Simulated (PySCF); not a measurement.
Mapped SMILES: `[CH3:1][Si:2]([CH3:3])([CH3:4])/[CH:5]=[P:6]\[C:7]([F:8])([F:9])[F:10]` (H(Xn): hydrogen on atom n).

[PySCF 2.14.0 with density-fitted response routines: PBE0/pcSseg-1 with gauge-including orbitals; coordinates at the GFN2-xTB level; isolated molecule; rapidly exchanging positions averaged; relativity neglected; one computed conformer]

Scale: TMS for ¹³C (186.93 ppm), ¹H (31.72 ppm), ²⁹Si (349.16 ppm); ³¹P (318.38 ppm) against H3PO4; ¹⁹F (170.95 ppm) against CFCl3 (reference shieldings calculated alike).

```tsv
atoms	nucleus	count	Hirshfeld charge	δ (ppm)
H(C5)	¹H	1	0.05	?
F8/F9/F10	¹⁹F	3	-0.09	-65.9
H(C1)/H(C3)/H(C4)	¹H	9	0.04	0.30
C5	¹³C	1	-0.18	?
C1/C3/C4	¹³C	3	-0.22	1.4
P6	³¹P	1	0.10	347.2
Si2	²⁹Si	1	0.40	-5.7
C7	¹³C	1	0.20	139.5
```

Complete the table.

Results:


- C5: 221.6 ppm, carbon double-bonded to a heavier main-group atom
- H(C5): 10.41 ppm, hydrogen on a carbon double-bonded to a heavier main-group atom

Shifts are as computed. Against solution values, carbons near 30 ppm lie about +3 ppm off and those near 130 ppm about +5 ppm. Of 1211 compounds with measured shifts, 218 miss one by over three times the rms of a fit or turn the order of signals round; such compounds aren't used in these exercises. Unscaled 19F shifts against computed CFCl3 carry errors that often reach 10 to 50 ppm. Experimental scales use liquid or dissolved standards, which lie at an offset from isolated H3PO4.
